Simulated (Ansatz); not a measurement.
Two isomers of AlB2H5O: A = `[BH2][AlH][BH]O`, B = `B[O][AlH][BH2]`.

Computed with Ansatz on PBE0-D4/def2-TZVP structures; ΔE is electronic, products minus reactants. CCSD(T)/CBS adds triple-zeta CCSD(T) − MP2 to the extrapolated MP2 energy (def2 sets, frozen cores). DFT in def2-TZVPP. B3LYP here is the variant with VWN-RPA as its local correlation; programs differ in this. One conformer a species, not always the lowest.

**Question.** Which is lower in electronic energy at CCSD(T)/CBS, and by how much? (An estimate is asked.)

**Answer.** Computed: B, by 177.7 kJ/mol.

**Question.** Give E(B) − E(A) in kJ/mol with BLYP-D4, ωB97M-V, r2SCAN-D4, MP2/def2-TZVPP, PBE0-D4, CCSD(T)/def2-SVP, B3LYP-D4. (An estimate is asked.)

**Answer.** Ansatz gave: BLYP-D4 -173.6, ωB97M-V -178.6, r2SCAN-D4 -173.2, MP2/def2-TZVPP -187.8, PBE0-D4 -161.7, CCSD(T)/def2-SVP -175.5, B3LYP-D4 -179.6. None reverses the order clearly.

**Question.** Does the order hold for the free energy at 298.15 K (harmonic terms from PBE0-D4)? (An estimate is asked.)

**Answer.** Ansatz gave: Yes: G(B) − G(A) = -182.7 kJ/mol, for one conformer each.

Largest T1 diagnostic: 0.014.

From r2SCAN to r2SCAN0 (25 % exact exchange), in def2-TZVPP and without D4, E(B) − E(A) moves by −3.9 kJ/mol. In def2-TZVPP, CCSD(T) changes the Hartree–Fock value by +23.1 kJ/mol (the triples alone add +3.1 kJ/mol) and MP2 by +11.8 kJ/mol.
